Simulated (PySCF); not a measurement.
# Atomic charges against the basis set

Compound: C4H7NSi.
Geometry (PBE0-D3(BJ)/def2-SVP, Å), atoms numbered from 1 in this order:
```
atom  x, y, z in Å
C1    -1.104    1.593    0.454
C2    -0.602    0.392    0.132
C3    -1.388   -0.882    0.237
Si4    1.160    0.303   -0.488
C5     2.097   -0.895    0.594
N6     2.634   -1.653    1.289
H7    -2.136    1.705    0.809
H8    -0.514    2.512    0.383
H9    -1.455   -1.392   -0.738
H10   -2.411   -0.695    0.597
H11   -0.902   -1.589    0.929
H12    1.843    1.621   -0.399
H13    1.254   -0.255   -1.868
```

PBE0 throughout (PySCF), one geometry, spherical d and f functions. One conformer (not necessarily the lowest) at the PBE0-D3(BJ)/def2-SVP geometry, without solvent, vibrations or thermal averaging. The first 7 of 10 kinds of atom are listed.

Mulliken charges (e):

```json
{"basis": "STO-3G", "functions": "41", "C1": "-0.168", "C2": "-0.155", "C3": "-0.243", "Si4": "+0.664", "C5": "-0.133", "N6": "-0.203", "H7": "+0.081"}
{"basis": "6-31G", "functions": "72", "C1": "-0.325", "C2": "-0.212", "C3": "-0.538", "Si4": "+0.744", "C5": "-0.112", "N6": "-0.289", "H7": "+0.168"}
{"basis": "pcSseg-0", "functions": "72", "C1": "-0.331", "C2": "-0.630", "C3": "-0.640", "Si4": "+1.054", "C5": "-0.242", "N6": "-0.390", "H7": "+0.230"}
{"basis": "6-31G*", "functions": "102", "C1": "-0.393", "C2": "-0.051", "C3": "-0.588", "Si4": "+0.454", "C5": "0.000", "N6": "-0.272", "H7": "+0.180"}
{"basis": "cc-pVDZ", "functions": "123", "C1": "+0.011", "C2": "-0.329", "C3": "-0.032", "Si4": "+0.403", "C5": "-0.159", "N6": "-0.116", "H7": "+0.046"}
{"basis": "def2-SVP", "functions": "123", "C1": "-0.045", "C2": "-0.370", "C3": "-0.012", "Si4": "+0.529", "C5": "-0.253", "N6": "-0.065", "H7": "+0.056"}
{"basis": "aug-cc-pVDZ", "functions": "205", "C1": "+0.779", "C2": "+0.348", "C3": "+0.176", "Si4": "-0.094", "C5": "-0.015", "N6": "-0.403", "H7": "-0.435"}
{"basis": "6-311+G(2d,p)", "functions": "212", "C1": "-0.440", "C2": "+0.382", "C3": "-0.775", "Si4": "+0.593", "C5": "-0.190", "N6": "-0.234", "H7": "+0.122"}
{"basis": "def2-TZVP", "functions": "234", "C1": "-0.268", "C2": "-0.050", "C3": "-0.390", "Si4": "+0.268", "C5": "-0.225", "N6": "-0.035", "H7": "+0.129"}
{"basis": "cc-pVTZ", "functions": "282", "C1": "-0.249", "C2": "-0.089", "C3": "-0.275", "Si4": "+0.331", "C5": "-0.195", "N6": "-0.069", "H7": "+0.118"}
{"basis": "IGLO-III", "functions": "289", "C1": "-0.238", "C2": "-0.070", "C3": "-0.461", "Si4": "+0.785", "C5": "-0.022", "N6": "-0.313", "H7": "+0.101"}
{"basis": "pcSseg-2", "functions": "321", "C1": "-0.094", "C2": "-0.271", "C3": "-0.003", "Si4": "+0.622", "C5": "-0.182", "N6": "-0.139", "H7": "+0.056"}
```

IAO charges (e):

| basis | functions | C1 | C2 | C3 | Si4 | C5 | N6 | H7 |
| --- | --- | --- | --- | --- | --- | --- | --- | --- |
| STO-3G | 41 | -0.249 | -0.255 | -0.397 | +0.749 | -0.186 | -0.154 | +0.132 |
| 6-31G | 72 | -0.292 | -0.214 | -0.435 | +0.617 | -0.138 | -0.187 | +0.153 |
| pcSseg-0 | 72 | -0.270 | -0.240 | -0.422 | +0.633 | -0.144 | -0.187 | +0.147 |
| 6-31G* | 102 | -0.276 | -0.245 | -0.415 | +0.735 | -0.160 | -0.190 | +0.147 |
| cc-pVDZ | 123 | -0.285 | -0.237 | -0.416 | +0.726 | -0.162 | -0.184 | +0.147 |
| def2-SVP | 123 | -0.274 | -0.242 | -0.406 | +0.740 | -0.164 | -0.182 | +0.143 |
| aug-cc-pVDZ | 205 | -0.297 | -0.236 | -0.426 | +0.729 | -0.152 | -0.201 | +0.151 |
| 6-311+G(2d,p) | 212 | -0.294 | -0.247 | -0.428 | +0.760 | -0.159 | -0.201 | +0.151 |
| def2-TZVP | 234 | -0.293 | -0.249 | -0.428 | +0.770 | -0.163 | -0.198 | +0.151 |
| cc-pVTZ | 282 | -0.294 | -0.245 | -0.429 | +0.756 | -0.161 | -0.195 | +0.151 |
| IGLO-III | 289 | -0.296 | -0.248 | -0.429 | +0.768 | -0.161 | -0.201 | +0.152 |
| pcSseg-2 | 321 | -0.293 | -0.249 | -0.428 | +0.767 | -0.160 | -0.199 | +0.151 |

Hirshfeld charges (e):

```json
{"basis": "STO-3G", "functions": "41", "C1": "-0.066", "C2": "-0.073", "C3": "-0.037", "Si4": "+0.443", "C5": "-0.074", "N6": "-0.179", "H7": "+0.026"}
{"basis": "6-31G", "functions": "72", "C1": "-0.082", "C2": "-0.074", "C3": "-0.092", "Si4": "+0.355", "C5": "-0.049", "N6": "-0.188", "H7": "+0.050"}
{"basis": "pcSseg-0", "functions": "72", "C1": "-0.082", "C2": "-0.069", "C3": "-0.101", "Si4": "+0.378", "C5": "-0.048", "N6": "-0.187", "H7": "+0.048"}
{"basis": "6-31G*", "functions": "102", "C1": "-0.076", "C2": "-0.076", "C3": "-0.091", "Si4": "+0.350", "C5": "-0.035", "N6": "-0.195", "H7": "+0.050"}
{"basis": "cc-pVDZ", "functions": "123", "C1": "-0.081", "C2": "-0.073", "C3": "-0.104", "Si4": "+0.369", "C5": "-0.042", "N6": "-0.187", "H7": "+0.049"}
{"basis": "def2-SVP", "functions": "123", "C1": "-0.083", "C2": "-0.072", "C3": "-0.109", "Si4": "+0.374", "C5": "-0.035", "N6": "-0.192", "H7": "+0.049"}
{"basis": "aug-cc-pVDZ", "functions": "205", "C1": "-0.088", "C2": "-0.084", "C3": "-0.119", "Si4": "+0.383", "C5": "-0.038", "N6": "-0.202", "H7": "+0.054"}
{"basis": "6-311+G(2d,p)", "functions": "212", "C1": "-0.084", "C2": "-0.088", "C3": "-0.111", "Si4": "+0.382", "C5": "-0.038", "N6": "-0.204", "H7": "+0.052"}
{"basis": "def2-TZVP", "functions": "234", "C1": "-0.085", "C2": "-0.082", "C3": "-0.114", "Si4": "+0.375", "C5": "-0.035", "N6": "-0.201", "H7": "+0.052"}
{"basis": "cc-pVTZ", "functions": "282", "C1": "-0.085", "C2": "-0.078", "C3": "-0.115", "Si4": "+0.373", "C5": "-0.035", "N6": "-0.199", "H7": "+0.052"}
{"basis": "IGLO-III", "functions": "289", "C1": "-0.088", "C2": "-0.080", "C3": "-0.120", "Si4": "+0.379", "C5": "-0.034", "N6": "-0.206", "H7": "+0.053"}
{"basis": "pcSseg-2", "functions": "321", "C1": "-0.087", "C2": "-0.082", "C3": "-0.120", "Si4": "+0.381", "C5": "-0.035", "N6": "-0.201", "H7": "+0.054"}
```

ESP-fitted charges (e):

| basis | functions | C1 | C2 | C3 | Si4 | C5 | N6 | H7 |
| --- | --- | --- | --- | --- | --- | --- | --- | --- |
| STO-3G | 41 | -0.402 | +0.265 | -0.613 | +0.225 | +0.215 | -0.378 | +0.138 |
| 6-31G | 72 | -0.511 | +0.184 | -0.546 | +0.228 | +0.241 | -0.411 | +0.208 |
| pcSseg-0 | 72 | -0.542 | +0.198 | -0.673 | +0.304 | +0.212 | -0.410 | +0.225 |
| 6-31G* | 102 | -0.506 | +0.220 | -0.563 | +0.189 | +0.200 | -0.375 | +0.206 |
| cc-pVDZ | 123 | -0.480 | +0.213 | -0.511 | +0.149 | +0.191 | -0.361 | +0.193 |
| def2-SVP | 123 | -0.470 | +0.193 | -0.506 | +0.189 | +0.199 | -0.372 | +0.191 |
| aug-cc-pVDZ | 205 | -0.541 | +0.263 | -0.571 | +0.134 | +0.241 | -0.407 | +0.213 |
| 6-311+G(2d,p) | 212 | -0.562 | +0.276 | -0.591 | +0.135 | +0.228 | -0.400 | +0.220 |
| def2-TZVP | 234 | -0.555 | +0.284 | -0.587 | +0.126 | +0.234 | -0.399 | +0.216 |
| cc-pVTZ | 282 | -0.525 | +0.252 | -0.561 | +0.148 | +0.218 | -0.389 | +0.208 |
| IGLO-III | 289 | -0.537 | +0.260 | -0.560 | +0.133 | +0.234 | -0.402 | +0.212 |
| pcSseg-2 | 321 | -0.558 | +0.275 | -0.589 | +0.152 | +0.233 | -0.403 | +0.218 |

Question: Which scheme is steadiest as the basis changes?

Answer: Largest range over the bases for any column: Hirshfeld 0.09 e, IAO 0.15 e, ESP-fitted 0.18 e, Mulliken 1.22 e. Hirshfeld charges move least and Mulliken charges most, counted in e. Without the minimal STO-3G basis the ranges are Hirshfeld 0.03, IAO 0.15, ESP-fitted 0.18, Mulliken 1.22 e.

Question: How much do the charges still move between the two largest bases, IGLO-III and pcSseg-2?

Answer: At most, over all atoms: Mulliken 0.457 e, IAO 0.002 e, Hirshfeld 0.005 e, ESP-fitted 0.029 e.

Question: What do the same runs give for the total energy, the frontier levels and the dipole moment?

Answer: 
```json
{"basis": "STO-3G", "energy (Eh)": "-494.5414", "HOMO (eV)": "-6.05", "LUMO (eV)": "2.82", "μ (D)": "3.37"}
{"basis": "6-31G", "energy (Eh)": "-500.3592", "HOMO (eV)": "-7.91", "LUMO (eV)": "-0.42", "μ (D)": "3.92"}
{"basis": "pcSseg-0", "energy (Eh)": "-499.6545", "HOMO (eV)": "-8.21", "LUMO (eV)": "-0.74", "μ (D)": "4.07"}
{"basis": "6-31G*", "energy (Eh)": "-500.4479", "HOMO (eV)": "-7.92", "LUMO (eV)": "-0.56", "μ (D)": "3.85"}
{"basis": "cc-pVDZ", "energy (Eh)": "-500.4786", "HOMO (eV)": "-8.01", "LUMO (eV)": "-0.70", "μ (D)": "3.75"}
{"basis": "def2-SVP", "energy (Eh)": "-500.2234", "HOMO (eV)": "-8.08", "LUMO (eV)": "-0.79", "μ (D)": "3.77"}
{"basis": "aug-cc-pVDZ", "energy (Eh)": "-500.4918", "HOMO (eV)": "-8.12", "LUMO (eV)": "-0.98", "μ (D)": "4.00"}
{"basis": "6-311+G(2d,p)", "energy (Eh)": "-500.5394", "HOMO (eV)": "-8.14", "LUMO (eV)": "-1.03", "μ (D)": "4.02"}
{"basis": "def2-TZVP", "energy (Eh)": "-500.5575", "HOMO (eV)": "-8.14", "LUMO (eV)": "-0.96", "μ (D)": "3.96"}
{"basis": "cc-pVTZ", "energy (Eh)": "-500.5535", "HOMO (eV)": "-8.11", "LUMO (eV)": "-0.90", "μ (D)": "3.91"}
{"basis": "IGLO-III", "energy (Eh)": "-500.5627", "HOMO (eV)": "-8.14", "LUMO (eV)": "-1.01", "μ (D)": "4.00"}
{"basis": "pcSseg-2", "energy (Eh)": "-500.5637", "HOMO (eV)": "-8.15", "LUMO (eV)": "-1.00", "μ (D)": "3.98"}
```

The dipole is fixed by the density alone, so its range of 0.70 D shows that the density itself changes with the basis, not only its division among atoms.
